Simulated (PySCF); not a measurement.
BClH5PSi.
Structure used (PBE0-D3(BJ)/def2-SVP), in Å, numbered top down from 1:
```
atom  x, y, z in Å
B1     0.8954    0.0172   -0.8779
P2     2.2950   -0.7015   -1.8580
Si3    4.1485    0.0408   -0.8601
Cl4    5.7915   -0.8837   -1.7093
H5     0.9486   -0.0380    0.3266
H6    -0.0980    0.4032   -1.4408
H7     2.2953   -0.0581   -3.1229
H8     4.0403   -0.3463    0.5725
H9     4.3539    1.5085   -1.0026
```

Theory: TDDFT CAM-B3LYP/def2-SVPD, vertical, gas phase, core orbitals frozen in the response (PySCF 2.14.0, density-fitted response routines).

Transition dipole moments from the ground state, in atomic units and in the frame of the coordinates above (overall signs are arbitrary), for the states with f of 0.002 or more among the lowest 7:

```json
{"state": "S1", "E (hartree)": "0.1782", "μx": "-0.695", "μy": "0.254", "μz": "0.349"}
{"state": "S2", "E (hartree)": "0.2078", "μx": "0.568", "μy": "-0.120", "μz": "-0.061"}
{"state": "S3", "E (hartree)": "0.2262", "μx": "-0.145", "μy": "0.099", "μz": "0.111"}
{"state": "S4", "E (hartree)": "0.2331", "μx": "0.489", "μy": "0.170", "μz": "-0.167"}
{"state": "S5", "E (hartree)": "0.2479", "μx": "-0.685", "μy": "-0.144", "μz": "-0.313"}
{"state": "S6", "E (hartree)": "0.2546", "μx": "-0.228", "μy": "0.197", "μz": "-0.055"}
{"state": "S7", "E (hartree)": "0.2607", "μx": "0.265", "μy": "-0.434", "μz": "-0.189"}
```

What oscillator strength does each state have?

f = (2/3) ΔE |μ|² with ΔE in hartree (27.2114 eV).

```csv
state,|μ|² (au),|μ| (D),f
S1,0.669,2.08,0.080
S2,0.341,1.48,0.047
S3,0.043,0.53,0.006
S4,0.297,1.38,0.046
S5,0.589,1.95,0.097
S6,0.094,0.78,0.016
S7,0.294,1.38,0.051
```

Which bond between heavy atoms lies closest to the direction of the S5 transition dipole?

P2–Si3, at 9° from it; next Si3–Cl4 at 63°.

What angle do the transition dipoles of S2 and S5 make?

|cos θ| = |μa·μb| / (|μa| |μb|) = 0.79, so θ ≈ 38° (taken between 0 and 90°, since the signs are arbitrary).

What peak molar absorption coefficient would the strongest computed level give as a lone Gaussian band 0.5 eV wide at half height?

ε(max) = 2.175×10⁸ f / FWHM, with the width in cm⁻¹. S5: 2.175×10⁸ × 0.0973 / 4033 ≈ 5200 L mol⁻¹ cm⁻¹.

The vertical ionisation energy (ΔSCF) is 9.70 eV, 2.60 eV above S7.

One conformer stands for the species.
